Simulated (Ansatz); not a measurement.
Cost and result for the atomization energy of C2H6BFS (`BCSCF`) (11 atoms, 10 bonds).

Cartesian coordinates in Å:
```
B 1.994 0.696 -0.618
C 0.543 0.514 -0.099
S 0.045 -1.192 0.183
C -1.674 -0.966 0.574
F -2.431 -0.595 -0.520
H 2.644 -0.220 -1.028
H 2.449 1.801 -0.646
H 0.347 1.136 0.781
H -0.073 0.942 -0.908
H -1.800 -0.192 1.336
H -2.045 -1.924 0.946
```

Charge 0, multiplicity 1. Geometry: relaxed with PBE0-D4/def2-TZVP. It is one conformer, not always the lowest. Program: Ansatz. All runs use 4 threads of an Arm Neoverse V2 on a shared host. Times are those of one run each, without the atoms' runs, and a repeat can differ threefold. Electronic energies, without spin–orbit coupling; frozen cores. CCSD(T)/CBS adds CCSD(T) − MP2 in def2-TZVPP to the MP2 limit, and its time is that of the two runs behind it. T1 = 0.011. B3LYP takes the VWN-RPA correlation (the form of Gaussian; ORCA's B3LYP/G).

CCSD(T)/CBS is a level of theory with its own doubt, some kJ/mol a heavy atom from the limit and from the frozen cores, so smaller differences don't rank the functionals.

```json
{"level": "PBE-D4/def2-TZVPP (with forces)", "functions": "250", "wall time": "1.9 s"}
{"level": "PBE0-D4/def2-TZVPP", "functions": "250", "wall time": "2.2 s"}
{"level": "r2SCAN-D4/def2-TZVPP (with forces)", "functions": "250", "wall time": "3.5 s"}
{"level": "B3LYP-D4/def2-TZVPP (with forces)", "functions": "250", "wall time": "3.6 s"}
{"level": "B2PLYP/def2-TZVPP", "functions": "250", "wall time": "4.2 s"}
{"level": "ωB97X-V/def2-TZVPP", "functions": "250", "wall time": "5.5 s"}
{"level": "ωB97M-V/def2-TZVPP (with forces)", "functions": "250", "wall time": "8 s"}
{"level": "MP2/def2-QZVPP", "functions": "478", "wall time": "18 s"}
{"level": "CCSD(T)/def2-TZVPP", "functions": "250", "wall time": "2 min"}
{"level": "CCSD(T)/CBS(def2)", "functions": "–", "wall time": "2.3 min"}
```

What atomization energy does each give, and how far from CCSD(T)/CBS? (Estimate.)

Computed: 
```csv
level,atomization (kcal/mol),difference from CCSD(T)/CBS,per bond
PBE-D4/def2-TZVPP (with forces),969.6,25.2,2.5
PBE0-D4/def2-TZVPP,953.4,9.0,0.9
r2SCAN-D4/def2-TZVPP (with forces),952.8,8.4,0.8
B3LYP-D4/def2-TZVPP (with forces),947.9,3.5,0.3
B2PLYP/def2-TZVPP,937.2,-7.2,-0.7
ωB97X-V/def2-TZVPP,951.1,6.7,0.7
ωB97M-V/def2-TZVPP (with forces),952.6,8.2,0.8
MP2/def2-QZVPP,951.1,6.7,0.7
CCSD(T)/def2-TZVPP,920.8,-23.6,-2.4
CCSD(T)/CBS(def2),944.4,0.0,0.0
```

The D4 term adds +7.8 kcal/mol with B3LYP and +4.0 kcal/mol with PBE0; it sums over pairs of atoms, weighted by their polarisabilities, and B3LYP, whose exchange is more repulsive, gets the larger term. In def2-TZVPP, CCSD(T) changes the Hartree–Fock value by +220.6 kcal/mol (the triples alone add +13.6 kcal/mol) and MP2 by +236.9 kcal/mol; breaking electron pairs costs correlation energy, which Hartree–Fock lacks. From PBE to PBE0 (25 % exact exchange), in def2-TZVPP and without D4, the atomization energy moves by −15.4 kcal/mol: exact exchange takes away binding that semilocal exchange gives to molecules.
